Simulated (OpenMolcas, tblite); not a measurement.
A ladder of methods for AsF3 (arsenic trifluoride)

The species is AsF3 (4 atoms), meant as a singlet with charge 0. SMILES: `F[As](F)F`. The coordinates come from a PBE0-D4/def2-TZVP relaxation.

Each level gives the electronic atomisation energy (eV). The values are calculated. Electronic energies at fixed atoms, without zero-point motion or spin-orbit coupling.

```
                                  level                   kind     program  value (eV)  less CCSD(T)/cc-pVDZ  CPU time (all runs)
                               GFN2-xTB         semi-empirical      tblite       12.28                 +0.68            under 2 s
                             HF/cc-pVDZ           Hartree–Fock  OpenMolcas        7.12                 -4.48                8.4 s
                          SVWN5/cc-pVDZ                    LDA  OpenMolcas       16.88                 +5.28                 16 s
                            PBE/cc-pVDZ                    GGA  OpenMolcas       14.12                 +2.52                 20 s
                          M06-L/cc-pVDZ               meta-GGA  OpenMolcas       13.41                 +1.81                 32 s
                          B3LYP/cc-pVDZ          global hybrid  OpenMolcas       13.15                 +1.55                 19 s
                          BHLYP/cc-pVDZ          global hybrid  OpenMolcas       11.77                 +0.17                 19 s
CCSD(T)/cc-pVDZ, open shells restricted  coupled cluster or CI  OpenMolcas       11.60                  0.00                 38 s
```

CCSD(T)/cc-pVDZ, open shells restricted is the highest level here, not the true value. All-electron rows without a relativistic Hamiltonian named are non-relativistic. The values span 7.12 to 16.88 eV. In the correlated wave-function rows the outer d shell of As is correlated, in sets not made for it. CPU times are rough (shared hosts, several kinds of processor): they show what a rung costs within a factor of a few.
